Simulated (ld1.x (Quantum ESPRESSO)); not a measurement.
Varying the TM potential for N

Base potential:

```
Element                 : N (Z = 7)
Generator               : ld1.x (Quantum ESPRESSO) 7.5
Type                    : norm-conserving Troullier–Martins (Kleinman–Bylander form)
Functional              : PBE
Relativity              : non-relativistic
Frozen core             : [He]
Valence charge          : 5
Reference configuration : 2s2 2p1 (charge +2)
Partial waves           : 2s (bound): rc 0.60 bohr; 2p (bound): rc 1.05 bohr
Local potential         : the p channel
Core correction         : Bessel-smoothed model core inside 0.55 bohr
```

Cutoffs, loose and tight: the cutoffs (Ry, on a coarse ladder) from which the occupation-weighted sum of valence levels, in a spherical-Bessel basis at the reference potential, stays within 10 and 1 mRy of its value at 400 Ry. They do not see the model core or the augmentation charge, which bear on the density cutoff. Test errors are all-electron minus pseudo excitation energies from the reference, over the configurations 2s2 2p3; 2s2 2p2; 2s2 2p0; 2s1 2p3; 2s1 2p4; 2s2 2p2.5; 2s2 2p3.3. A dash means not determined; rows that change the core or the reference have their own tests.

Cutoffs are not given where the Bessel-basis levels miss the radial ones by over 6 mRy, ghosts where they miss by over 20 mRy; a channel whose overlap is not positive is not tested.

```csv
change,outcome,"cutoff, loose","cutoff, tight",bound ghosts,largest test error (meV)
base,generated,230 Ry,over 300 Ry,none,+98
"type ultrasoft; waves now 2s (bound): rcut 0.50, rcutus 0.60 bohr; 2s channel at -2.7 Ry: rcut 0.50, rcutus 0.60 bohr; 2p (bound): rcut 0.90, rcutus 1.05 bohr; 2p channel at -2.05 Ry: rcut 0.90, rcutus 1.05 bohr; local potential all-electron potential smoothed inside 0.60 bohr (lloc = -1); augmentation PSQ, radius 0.50 bohr",failed: run_pseudo: Errors in PS-KS equation,–,–,–,–
wave 2s (bound): rc 0.60 bohr becomes 2s (bound): rc 0.44 bohr,generated,–,–,not determined,+186
local potential the s channel,generated,230 Ry,over 300 Ry,none,+106
"all radii but the core radius scaled by about 0.97 (s 0.58, p 1.02 bohr)",generated,260 Ry,over 300 Ry,none,+101
scalar-relativistic,generated,230 Ry,over 300 Ry,none,+100
reference 2s2 2p3,generated,230 Ry,over 300 Ry,none,+416
functional LDA (PZ),generated,230 Ry,over 300 Ry,none,+48
```
